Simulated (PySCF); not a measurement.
Species: C3H11NOP2Si.
Z-matrix (Å and degrees, PBE0-D3(BJ)/def2-SVP geometry), rows numbered from 1:
```
C 
N   1  1.4372
C   2  1.4429  1  116.95
C   2  1.3609  1  123.69  3   177.72
O   4  1.2230  2  122.98  1  -177.90
Si  4  1.9384  2  122.17  1     3.42
P   6  2.2699  4  109.17  2    62.95
P   6  2.2519  4  100.99  2  -178.35
H   1  1.0981  2  110.84  3   179.09
H   1  1.1041  2  111.18  3   -60.83
H   1  1.1032  2  111.06  3    59.60
H   3  1.1030  2  110.69  1   -59.45
H   3  1.1036  2  110.92  1    60.75
H   3  1.0968  2  108.14  1  -179.44
H   6  1.4993  4  112.31  2   -54.93
H   7  1.4287  6   92.84  4    68.05
H   7  1.4296  6   94.03  4   162.09
H   8  1.4333  6   93.03  4   161.89
H   8  1.4280  6   93.64  4    67.90
```

Computed at PBE0/pcSseg-1 (PySCF, non-relativistic), with Q(14N) = 0.02044 b, Q(17O) = −0.0256 b: N2, 14N (I = 1): χzz = -4.692 MHz, η = 0.080; O5, 17O (I = 5/2): χzz = 9.065 MHz, η = 0.033.

(1) Where would the pure quadrupole (NQR) lines of 14N at N2 fall for the rigid, isolated species?

(2) Find the zero-field quadrupole resonance frequencies of 17O at O5.

Results:

(1) From ν± = (3/4)|χ|(1 ± η/3) and ν0 = |χ|η/2: ν+ 3.612 MHz, ν− 3.425 MHz, ν0 0.187 MHz (nitrogen bound to a carbonyl carbon).

(2) From the eigenvalues of H = χ/[4I(2I − 1)] × [3Iz² − I(I + 1) + η(Ix² − Iy²)], steps between neighbouring levels, labelled as for η = 0: ±1/2↔±3/2 1.361 MHz, ±3/2↔±5/2 2.719 MHz (carbonyl oxygen).

In a crystal, neighbours and librations shift these lines. The basis is small and wasn't made for field gradients, so the couplings can be 20 % off.

The run behind these numbers computed NMR shieldings as well. The run took 47 s of wall time (with the writing of density and orbital grids) on one thread, Arm Neoverse V2 (aarch64), shared host with 32 logical CPUs at a one-minute load of 18, and the process peaked at 0.99 GiB of memory.

One conformer stands for the species.
